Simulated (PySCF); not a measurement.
# NMR data sheet: C$_{6}$H$_{11}$F$_{3}$OSi

```
Formula                               : C6H11F3OSi
SMILES                                : C=C[C@@H]([C@H](C)O[SiH3])C(F)(F)F
Point group of the computed structure : C1
Degrees of unsaturation               : 1
Carbon signals                        : 6
Proton signals                        : 7
```

Atom-mapped SMILES (the numbers label the heavy atoms): `[CH2:1]=[CH:2][C@@H:3]([C@H:4]([CH3:5])[O:6][SiH3:7])[C:8]([F:9])([F:10])[F:11]`. Each H is labelled by its parent atom. Ha(C1) is cis to C3; Hb(C1) is trans to C3.

- GIAO PBE0/pcSseg-1 shieldings
- coordinates at the GFN2-xTB level
- run in PySCF 2.14
- non-relativistic, in vacuum, one computed conformer, rapidly exchanging positions averaged

References, each an isolated molecule treated in the same way: 1H and 13C and 29Si vs TMS; 19F against CFCl3; 17O against H2O.

| carbon | δC, type | δH (multiplicity) | HMBC from (2–3 bonds) | span of the C tensor (ppm) |
| --- | --- | --- | --- | --- |
| C1 | 128.6, CH2 | Hb(C1) 5.78 (m); Ha(C1) 5.89 (m) | H(C2), H(C3) | 230 |
| C2 | 140.3, CH | 6.26 (m) | Ha(C1), Hb(C1), H(C4), H(C3) | 241 |
| C3 | 56.9, CH | 2.70 (m) | H(C2), Ha(C1), Hb(C1), H(C4), H(C5) | 29 |
| C4 | 77.3, CH | 3.73 (m) | H(C2), H(Si7), H(C3), H(C5) | 64 |
| C5 | 23.2, CH3 | 1.28 (d) | H(C4), H(C3) | 38 |
| C8 | 136.2, C | – | H(C2), H(C4), H(C3) | 8 |

Other nuclei:
| atoms | nucleus | environment | δ (ppm) | σ (ppm) |
| --- | --- | --- | --- | --- |
| H(Si7) | 1H | hydrogen on a silicon bonded to O | 4.93 | 26.79 |
| F9/F10/F11 | 19F | fluorine of a CF3 group | -77.5 | 248.5 |
| Si7 | 29Si | silicon bonded to O, 3 H | -38.6 | 387.7 |
| O6 | 17O | oxygen bonded to C, Si | 36.2 | 299.9 |

1. Carbon types of the structure: 1 × C, 3 × CH, 1 × CH2, 1 × CH3, leaving 3 H on heteroatoms.
2. δC 140.3: alkene CH; as expected for a trigonal carbon in a double bond.
3. δC 136.2: CF3 carbon; 3 electronegative neighbours deshield it.
4. δC 128.6: terminal =CH2 carbon; the olefinic region.
5. δC 77.3: sp3 CH bonded to O; pulled downfield by the heteroatom.
6. δH 6.26: hydrogen on an alkene CH; attached to an sp2 carbon and in the plane of the double bond.

Splittings by 19F in the carbon and heteronuclear signals aren't shown, as no couplings were computed. Shifts are as computed. Against solution values, carbons near 30 ppm lie about +3 ppm off and those near 130 ppm about +5 ppm. Of 1211 compounds with measured shifts, 218 miss one by over three times the rms of a fit or turn the order of signals round; such compounds aren't used in these exercises. Unscaled 19F shifts against computed CFCl3 carry errors that often reach 10 to 50 ppm. Experimental scales use liquid or dissolved standards, which lie at an offset from isolated H2O (liquid H2O: subtract about 36 ppm). Multiplicities follow the n + 1 count of equivalent neighbours, as no J values were calculated; m marks all less simple cases, F and P coupling included.
